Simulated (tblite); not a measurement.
A geometry optimisation, step by step.

C2H7FNSi2 (doublet state).
Numbering: `[CH2:1]=[N:2][Si:3]([F:4])[SiH2:5][CH3:6]` (hydrogens: H7, H8 on C1; H9, H10 on Si5; H11, H12, H13 on C6)
Bond orders are those of one Lewis drawing.

Computed with GFN2-xTB (tblite), gas phase: L-BFGS steps from a force-field or distance-geometry start until the largest atomic force falls under 0.01 eV/Å. 14 of its 78 geometries are shown.

Step 0: E = -515.1988 eV, largest atomic force 2.062 eV/Å
```
atom  x, y, z in Å  |  force x, y, z in eV/Å
C1      2.937    0.149    0.029    0.507   0.604   0.221
N2      2.294   -0.919   -0.113   -0.802  -0.897  -0.849
Si3     0.609   -1.198   -0.331    1.281  -1.461  -0.691
F4      0.319   -1.938   -1.842    0.529   0.528   1.338
Si5    -0.715    0.560   -0.182   -0.834   1.205  -0.621
C6     -2.490   -0.075   -0.056   -0.005   0.084   0.520
H7      2.474    1.149    0.017    0.205  -0.163   0.047
H8      4.025    0.101    0.172   -0.435   0.061   0.056
H9     -0.552    1.323   -1.458   -0.117   0.156   0.412
H10    -0.482    1.411    0.995    0.126  -0.009  -0.131
H11    -2.787   -0.670   -0.939   -0.069   0.502   0.696
H12    -2.508   -0.710    0.858   -0.443   0.344  -0.719
H13    -3.128    0.818    0.110    0.057  -0.953  -0.281
```

Step 6: E = -515.5525 eV, largest atomic force 0.335 eV/Å
```
atom  x, y, z in Å  |  force x, y, z in eV/Å
C1      2.938    0.125    0.030    0.238   0.129  -0.153
N2      2.329   -0.946   -0.272   -0.038   0.031   0.043
Si3     0.661   -1.215   -0.300    0.119  -0.083  -0.236
F4      0.411   -1.947   -1.738    0.062  -0.154   0.163
Si5    -0.720    0.590   -0.225   -0.318   0.099  -0.035
C6     -2.485   -0.058   -0.027   -0.267  -0.088  -0.083
H7      2.486    1.123    0.040   -0.075  -0.136   0.135
H8      4.002    0.096    0.204    0.156  -0.057   0.054
H9     -0.578    1.409   -1.441   -0.100   0.109   0.098
H10    -0.449    1.415    0.955    0.132   0.068  -0.006
H11    -2.814   -0.628   -0.889    0.061  -0.091  -0.129
H12    -2.584   -0.710    0.836    0.035   0.027   0.067
H13    -3.201    0.746    0.088   -0.003   0.147   0.081
```

Step 12: E = -515.6253 eV, largest atomic force 0.470 eV/Å
```
atom  x, y, z in Å  |  force x, y, z in eV/Å
C1      3.000    0.127    0.000   -0.118  -0.188   0.162
N2      2.364   -0.932   -0.324   -0.024   0.024   0.008
Si3     0.694   -1.160   -0.346    0.010   0.132  -0.122
F4      0.463   -2.063   -1.677   -0.041  -0.127   0.035
Si5    -0.789    0.597   -0.238    0.467   0.044   0.032
C6     -2.543   -0.060   -0.038    0.012   0.026   0.097
H7      2.494    1.082    0.109    0.174   0.229   0.059
H8      4.055    0.076    0.220    0.065   0.007  -0.104
H9     -0.650    1.495   -1.393   -0.154   0.045  -0.061
H10    -0.392    1.428    0.918   -0.085  -0.105  -0.019
H11    -2.832   -0.641   -0.902   -0.151  -0.059  -0.119
H12    -2.620   -0.698    0.834   -0.023  -0.118   0.106
H13    -3.248    0.749    0.097   -0.132   0.091  -0.075
```

Step 18: E = -515.6886 eV, largest atomic force 0.192 eV/Å
```
atom  x, y, z in Å  |  force x, y, z in eV/Å
C1      3.058    0.121    0.050    0.051   0.027  -0.079
N2      2.390   -0.903   -0.356   -0.032   0.104  -0.067
Si3     0.732   -1.076   -0.490   -0.074   0.108   0.141
F4      0.491   -2.252   -1.579    0.002  -0.008   0.001
Si5    -0.804    0.610   -0.266   -0.148   0.007  -0.035
C6     -2.581   -0.057   -0.041    0.090   0.019  -0.012
H7      2.611    1.099    0.220    0.060   0.008   0.051
H8      4.126    0.043    0.178    0.020  -0.114   0.042
H9     -0.813    1.601   -1.361   -0.047  -0.046  -0.059
H10    -0.359    1.402    0.903   -0.116  -0.151  -0.007
H11    -2.894   -0.643   -0.905    0.056   0.034   0.066
H12    -2.662   -0.698    0.836    0.008   0.069  -0.065
H13    -3.300    0.754    0.071    0.130  -0.057   0.023
```

Step 24: E = -515.7172 eV, largest atomic force 0.156 eV/Å
```
atom  x, y, z in Å  |  force x, y, z in eV/Å
C1      3.087    0.130    0.043    0.026   0.015  -0.007
N2      2.374   -0.850   -0.390    0.035   0.008   0.015
Si3     0.719   -1.046   -0.490    0.029  -0.060  -0.075
F4      0.496   -2.275   -1.533    0.010   0.130   0.085
Si5    -0.825    0.621   -0.299   -0.052  -0.032  -0.024
C6     -2.575   -0.060   -0.043   -0.044   0.003  -0.049
H7      2.686    1.117    0.268    0.075  -0.048   0.007
H8      4.149   -0.016    0.177   -0.011  -0.032  -0.016
H9     -0.878    1.611   -1.396    0.014  -0.033   0.036
H10    -0.409    1.339    0.918   -0.025   0.077   0.018
H11    -2.893   -0.642   -0.903   -0.043  -0.034   0.014
H12    -2.658   -0.691    0.837    0.039   0.013  -0.026
H13    -3.276    0.761    0.072   -0.051  -0.006   0.022
```

Step 30: E = -515.7299 eV, largest atomic force 0.181 eV/Å
```
atom  x, y, z in Å  |  force x, y, z in eV/Å
C1      3.151    0.126    0.045    0.032  -0.083   0.013
N2      2.391   -0.808   -0.419   -0.012  -0.002   0.021
Si3     0.742   -0.975   -0.545    0.004   0.111   0.068
F4      0.510   -2.297   -1.450   -0.039  -0.020  -0.073
Si5    -0.870    0.620   -0.319    0.143   0.108  -0.025
C6     -2.612   -0.063   -0.063   -0.018  -0.037   0.072
H7      2.806    1.111    0.340    0.007   0.012  -0.020
H8      4.201   -0.089    0.156    0.093   0.008  -0.010
H9     -0.955    1.633   -1.390    0.046  -0.012  -0.038
H10    -0.457    1.334    0.907   -0.059   0.038  -0.018
H11    -2.950   -0.662   -0.900   -0.039  -0.036  -0.071
H12    -2.650   -0.681    0.825   -0.077  -0.098   0.087
H13    -3.313    0.753    0.073   -0.081   0.010  -0.006
```

Step 36: E = -515.7553 eV, largest atomic force 0.196 eV/Å
```
atom  x, y, z in Å  |  force x, y, z in eV/Å
C1      3.243    0.089    0.051    0.004   0.035  -0.014
N2      2.415   -0.790   -0.410    0.019  -0.039   0.046
Si3     0.759   -0.890   -0.501    0.018  -0.049  -0.010
F4      0.471   -2.180   -1.444   -0.012   0.031   0.002
Si5    -0.913    0.650   -0.322   -0.126  -0.110   0.102
C6     -2.650   -0.093   -0.062    0.000   0.014  -0.009
H7      2.948    1.092    0.348    0.096  -0.008   0.015
H8      4.289   -0.173    0.128   -0.079  -0.009  -0.022
H9     -0.918    1.594   -1.451   -0.086   0.063  -0.039
H10    -0.601    1.412    0.905   -0.004   0.040  -0.054
H11    -3.009   -0.694   -0.897    0.160   0.037   0.041
H12    -2.662   -0.721    0.829   -0.039   0.041  -0.088
H13    -3.377    0.705    0.087    0.050  -0.044   0.031
```

Step 41: E = -515.7662 eV, largest atomic force 0.129 eV/Å
```
atom  x, y, z in Å  |  force x, y, z in eV/Å
C1      3.303    0.077    0.054    0.006  -0.027   0.014
N2      2.427   -0.763   -0.399   -0.029   0.020   0.001
Si3     0.775   -0.829   -0.517   -0.048  -0.001   0.026
F4      0.457   -2.152   -1.404    0.020   0.039   0.015
Si5    -0.952    0.653   -0.329    0.048   0.108  -0.050
C6     -2.674   -0.104   -0.065    0.026  -0.022   0.011
H7      3.085    1.084    0.391   -0.056   0.003  -0.024
H8      4.331   -0.242    0.097    0.073  -0.052  -0.011
H9     -0.981    1.596   -1.472   -0.072  -0.066   0.084
H10    -0.678    1.440    0.888    0.046   0.055  -0.008
H11    -3.009   -0.708   -0.901    0.017   0.011  -0.050
H12    -2.682   -0.735    0.819   -0.013  -0.053   0.037
H13    -3.406    0.684    0.097   -0.016  -0.016  -0.045
```

Step 47: E = -515.7793 eV, largest atomic force 0.127 eV/Å
```
atom  x, y, z in Å  |  force x, y, z in eV/Å
C1      3.346    0.045    0.057   -0.041  -0.016  -0.028
N2      2.427   -0.756   -0.377    0.041   0.019   0.004
Si3     0.771   -0.785   -0.469    0.028   0.046   0.062
F4      0.447   -2.076   -1.397   -0.029  -0.037  -0.024
Si5    -0.974    0.680   -0.306    0.038   0.032   0.024
C6     -2.676   -0.127   -0.055   -0.003   0.008  -0.029
H7      3.159    1.065    0.384    0.069  -0.055  -0.008
H8      4.369   -0.312    0.068   -0.121   0.033   0.019
H9     -1.060    1.579   -1.472   -0.039   0.016  -0.047
H10    -0.705    1.539    0.858    0.034   0.029   0.070
H11    -2.959   -0.707   -0.927   -0.028  -0.090  -0.004
H12    -2.713   -0.780    0.814    0.059   0.000  -0.046
H13    -3.436    0.638    0.083   -0.006   0.016   0.008
```

Step 53: E = -515.7847 eV, largest atomic force 0.064 eV/Å
```
atom  x, y, z in Å  |  force x, y, z in eV/Å
C1      3.370    0.030    0.053    0.006  -0.004   0.004
N2      2.426   -0.740   -0.374   -0.025  -0.010   0.008
Si3     0.768   -0.752   -0.433   -0.017   0.001  -0.011
F4      0.433   -2.028   -1.382   -0.026   0.006   0.011
Si5    -0.988    0.707   -0.298   -0.004  -0.032   0.009
C6     -2.676   -0.139   -0.064    0.007  -0.004   0.000
H7      3.231    1.052    0.387   -0.009   0.011  -0.003
H8      4.376   -0.362    0.057    0.012  -0.007   0.007
H9     -1.110    1.566   -1.490    0.006   0.061  -0.019
H10    -0.735    1.581    0.862    0.004   0.001  -0.009
H11    -2.951   -0.729   -0.935    0.017  -0.007   0.007
H12    -2.701   -0.798    0.800    0.040   0.011  -0.001
H13    -3.448    0.614    0.077   -0.011  -0.029  -0.002
```

Step 59: E = -515.7893 eV, largest atomic force 0.073 eV/Å
```
atom  x, y, z in Å  |  force x, y, z in eV/Å
C1      3.355    0.020    0.052   -0.001  -0.005   0.026
N2      2.406   -0.755   -0.356    0.036   0.046   0.004
Si3     0.747   -0.750   -0.418    0.024   0.006  -0.039
F4      0.391   -2.013   -1.378    0.006   0.001   0.020
Si5    -0.988    0.733   -0.308   -0.014   0.067  -0.025
C6     -2.657   -0.147   -0.071    0.025  -0.005  -0.001
H7      3.224    1.051    0.368   -0.037  -0.036  -0.031
H8      4.362   -0.373    0.070   -0.039  -0.031  -0.005
H9     -1.119    1.619   -1.486    0.014  -0.017   0.037
H10    -0.713    1.599    0.856   -0.037  -0.004  -0.014
H11    -2.911   -0.755   -0.935    0.016  -0.001   0.014
H12    -2.642   -0.800    0.797   -0.020  -0.007   0.010
H13    -3.460    0.572    0.070    0.026  -0.014   0.004
```

Step 65: E = -515.7925 eV, largest atomic force 0.090 eV/Å
```
atom  x, y, z in Å  |  force x, y, z in eV/Å
C1      3.378   -0.003    0.062   -0.026  -0.014  -0.043
N2      2.399   -0.739   -0.348   -0.037  -0.020  -0.018
Si3     0.743   -0.692   -0.424   -0.002   0.052  -0.014
F4      0.358   -1.977   -1.340    0.009  -0.016  -0.003
Si5    -1.011    0.775   -0.319    0.059  -0.068   0.000
C6     -2.643   -0.168   -0.076   -0.013  -0.011   0.020
H7      3.287    1.034    0.364   -0.001   0.005   0.007
H8      4.364   -0.443    0.065    0.019   0.005   0.038
H9     -1.163    1.657   -1.491    0.000   0.018  -0.033
H10    -0.762    1.642    0.844   -0.018   0.048   0.055
H11    -2.875   -0.788   -0.937    0.011  -0.014  -0.012
H12    -2.607   -0.817    0.795    0.014  -0.008   0.008
H13    -3.473    0.519    0.065   -0.015   0.025  -0.006
```

Step 71: E = -515.7946 eV, largest atomic force 0.041 eV/Å
```
atom  x, y, z in Å  |  force x, y, z in eV/Å
C1      3.374   -0.009    0.056    0.010   0.007   0.019
N2      2.393   -0.745   -0.355    0.012  -0.007  -0.016
Si3     0.742   -0.672   -0.450    0.009  -0.018  -0.008
F4      0.351   -1.983   -1.328   -0.013   0.001  -0.003
Si5    -1.009    0.788   -0.319   -0.033   0.015   0.019
C6     -2.634   -0.173   -0.074    0.006   0.010  -0.011
H7      3.282    1.028    0.357    0.005   0.000  -0.010
H8      4.357   -0.454    0.084   -0.005   0.003   0.007
H9     -1.162    1.676   -1.490   -0.007  -0.013   0.007
H10    -0.781    1.657    0.851   -0.002  -0.010  -0.008
H11    -2.857   -0.801   -0.933    0.011   0.009   0.005
H12    -2.590   -0.819    0.799   -0.001   0.020  -0.002
H13    -3.471    0.508    0.061    0.009  -0.016   0.000
```

Step 77: E = -515.7949 eV, largest atomic force 0.010 eV/Å
```
atom  x, y, z in Å  |  force x, y, z in eV/Å
C1      3.373   -0.014    0.057    0.002   0.000  -0.002
N2      2.392   -0.748   -0.358    0.001   0.001   0.002
Si3     0.740   -0.667   -0.452   -0.001   0.002  -0.004
F4      0.338   -1.976   -1.327   -0.002   0.006  -0.001
Si5    -1.011    0.796   -0.316    0.004   0.003  -0.002
C6     -2.627   -0.175   -0.075   -0.001  -0.002   0.003
H7      3.284    1.027    0.349    0.001   0.000  -0.003
H8      4.354   -0.462    0.094    0.002  -0.001   0.006
H9     -1.170    1.680   -1.489   -0.001   0.000   0.001
H10    -0.787    1.667    0.853    0.005  -0.005   0.000
H11    -2.839   -0.806   -0.933   -0.002  -0.006   0.003
H12    -2.578   -0.818    0.800   -0.004  -0.005   0.004
H13    -3.472    0.495    0.058   -0.003   0.006  -0.007
```

Q: Summarise the path.

A: The energy falls by 13.75 kcal/mol from step 0 to step 77; nine tenths of that is first reached at step 32. It falls at every step. The largest force goes from 2.062 to 0.010 eV/Å. Among the bonds Si3–F4 changes most, from 1.708 to 1.625 Å; the atoms move by 0.500 Å rms after alignment.

Q: Follow the three bonds and two angles with the largest change from start to end.

A: 
```json
{"step": "0", "E above end (kcal/mol)": "13.75", "largest force (eV/Å)": "2.062", "Si3–F4 (Å)": "1.708", "Si3–Si5 (Å)": "2.206", "N2–Si3 (Å)": "1.722", "N2–Si3–Si5 (°)": "116.7", "Si3–Si5–H9 (°)": "106.5"}
{"step": "3", "E above end (kcal/mol)": "8.15", "largest force (eV/Å)": "0.698", "Si3–F4 (Å)": "1.621", "Si3–Si5 (Å)": "2.295", "N2–Si3 (Å)": "1.684", "N2–Si3–Si5 (°)": "116.0", "Si3–Si5–H9 (°)": "106.5"}
{"step": "7", "E above end (kcal/mol)": "5.23", "largest force (eV/Å)": "0.434", "Si3–F4 (Å)": "1.633", "Si3–Si5 (Å)": "2.278", "N2–Si3 (Å)": "1.689", "N2–Si3–Si5 (°)": "118.6", "Si3–Si5–H9 (°)": "111.4"}
{"step": "10", "E above end (kcal/mol)": "4.43", "largest force (eV/Å)": "0.280", "Si3–F4 (Å)": "1.623", "Si3–Si5 (Å)": "2.304", "N2–Si3 (Å)": "1.687", "N2–Si3–Si5 (°)": "120.3", "Si3–Si5–H9 (°)": "111.5"}
{"step": "13", "E above end (kcal/mol)": "3.56", "largest force (eV/Å)": "0.431", "Si3–F4 (Å)": "1.630", "Si3–Si5 (Å)": "2.292", "N2–Si3 (Å)": "1.684", "N2–Si3–Si5 (°)": "123.7", "Si3–Si5–H9 (°)": "112.1"}
{"step": "17", "E above end (kcal/mol)": "2.58", "largest force (eV/Å)": "0.266", "Si3–F4 (Å)": "1.622", "Si3–Si5 (Å)": "2.284", "N2–Si3 (Å)": "1.673", "N2–Si3–Si5 (°)": "125.5", "Si3–Si5–H9 (°)": "114.8"}
{"step": "20", "E above end (kcal/mol)": "2.18", "largest force (eV/Å)": "0.301", "Si3–F4 (Å)": "1.621", "Si3–Si5 (Å)": "2.301", "N2–Si3 (Å)": "1.673", "N2–Si3–Si5 (°)": "125.4", "Si3–Si5–H9 (°)": "115.6"}
{"step": "23", "E above end (kcal/mol)": "1.83", "largest force (eV/Å)": "0.216", "Si3–F4 (Å)": "1.630", "Si3–Si5 (Å)": "2.282", "N2–Si3 (Å)": "1.670", "N2–Si3–Si5 (°)": "125.4", "Si3–Si5–H9 (°)": "116.8"}
{"step": "27", "E above end (kcal/mol)": "1.66", "largest force (eV/Å)": "0.116", "Si3–F4 (Å)": "1.620", "Si3–Si5 (Å)": "2.278", "N2–Si3 (Å)": "1.666", "N2–Si3–Si5 (°)": "126.6", "Si3–Si5–H9 (°)": "117.5"}
{"step": "30", "E above end (kcal/mol)": "1.50", "largest force (eV/Å)": "0.181", "Si3–F4 (Å)": "1.619", "Si3–Si5 (Å)": "2.279", "N2–Si3 (Å)": "1.663", "N2–Si3–Si5 (°)": "128.6", "Si3–Si5–H9 (°)": "116.7"}
{"step": "33", "E above end (kcal/mol)": "1.20", "largest force (eV/Å)": "0.208", "Si3–F4 (Å)": "1.622", "Si3–Si5 (Å)": "2.274", "N2–Si3 (Å)": "1.660", "N2–Si3–Si5 (°)": "131.7", "Si3–Si5–H9 (°)": "113.8"}
{"step": "37", "E above end (kcal/mol)": "0.84", "largest force (eV/Å)": "0.155", "Si3–F4 (Å)": "1.624", "Si3–Si5 (Å)": "2.284", "N2–Si3 (Å)": "1.661", "N2–Si3–Si5 (°)": "134.0", "Si3–Si5–H9 (°)": "111.8"}
{"step": "40", "E above end (kcal/mol)": "0.72", "largest force (eV/Å)": "0.130", "Si3–F4 (Å)": "1.623", "Si3–Si5 (Å)": "2.285", "N2–Si3 (Å)": "1.659", "N2–Si3–Si5 (°)": "135.3", "Si3–Si5–H9 (°)": "111.5"}
{"step": "44", "E above end (kcal/mol)": "0.51", "largest force (eV/Å)": "0.116", "Si3–F4 (Å)": "1.625", "Si3–Si5 (Å)": "2.283", "N2–Si3 (Å)": "1.658", "N2–Si3–Si5 (°)": "138.1", "Si3–Si5–H9 (°)": "111.3"}
{"step": "47", "E above end (kcal/mol)": "0.36", "largest force (eV/Å)": "0.127", "Si3–F4 (Å)": "1.622", "Si3–Si5 (Å)": "2.285", "N2–Si3 (Å)": "1.659", "N2–Si3–Si5 (°)": "138.4", "Si3–Si5–H9 (°)": "112.3"}
{"step": "50", "E above end (kcal/mol)": "0.26", "largest force (eV/Å)": "0.128", "Si3–F4 (Å)": "1.624", "Si3–Si5 (Å)": "2.284", "N2–Si3 (Å)": "1.657", "N2–Si3–Si5 (°)": "139.0", "Si3–Si5–H9 (°)": "112.8"}
{"step": "54", "E above end (kcal/mol)": "0.22", "largest force (eV/Å)": "0.089", "Si3–F4 (Å)": "1.625", "Si3–Si5 (Å)": "2.289", "N2–Si3 (Å)": "1.659", "N2–Si3–Si5 (°)": "139.5", "Si3–Si5–H9 (°)": "112.9"}
{"step": "57", "E above end (kcal/mol)": "0.16", "largest force (eV/Å)": "0.092", "Si3–F4 (Å)": "1.625", "Si3–Si5 (Å)": "2.290", "N2–Si3 (Å)": "1.661", "N2–Si3–Si5 (°)": "139.1", "Si3–Si5–H9 (°)": "114.1"}
{"step": "60", "E above end (kcal/mol)": "0.11", "largest force (eV/Å)": "0.097", "Si3–F4 (Å)": "1.626", "Si3–Si5 (Å)": "2.284", "N2–Si3 (Å)": "1.659", "N2–Si3–Si5 (°)": "139.6", "Si3–Si5–H9 (°)": "114.9"}
{"step": "64", "E above end (kcal/mol)": "0.07", "largest force (eV/Å)": "0.065", "Si3–F4 (Å)": "1.625", "Si3–Si5 (Å)": "2.288", "N2–Si3 (Å)": "1.658", "N2–Si3–Si5 (°)": "140.9", "Si3–Si5–H9 (°)": "115.2"}
{"step": "67", "E above end (kcal/mol)": "0.03", "largest force (eV/Å)": "0.048", "Si3–F4 (Å)": "1.625", "Si3–Si5 (Å)": "2.285", "N2–Si3 (Å)": "1.657", "N2–Si3–Si5 (°)": "142.2", "Si3–Si5–H9 (°)": "115.0"}
{"step": "70", "E above end (kcal/mol)": "0.01", "largest force (eV/Å)": "0.041", "Si3–F4 (Å)": "1.625", "Si3–Si5 (Å)": "2.283", "N2–Si3 (Å)": "1.656", "N2–Si3–Si5 (°)": "142.1", "Si3–Si5–H9 (°)": "114.7"}
{"step": "74", "E above end (kcal/mol)": "0.00", "largest force (eV/Å)": "0.018", "Si3–F4 (Å)": "1.625", "Si3–Si5 (Å)": "2.286", "N2–Si3 (Å)": "1.657", "N2–Si3–Si5 (°)": "142.3", "Si3–Si5–H9 (°)": "114.8"}
{"step": "77", "E above end (kcal/mol)": "0.00", "largest force (eV/Å)": "0.010", "Si3–F4 (Å)": "1.625", "Si3–Si5 (Å)": "2.286", "N2–Si3 (Å)": "1.657", "N2–Si3–Si5 (°)": "142.3", "Si3–Si5–H9 (°)": "114.7"}
```

What follows is the cost of the whole relaxation. The run took 0.44 s wall on an Arm Neoverse V2 with one thread, no GPU (shared host).
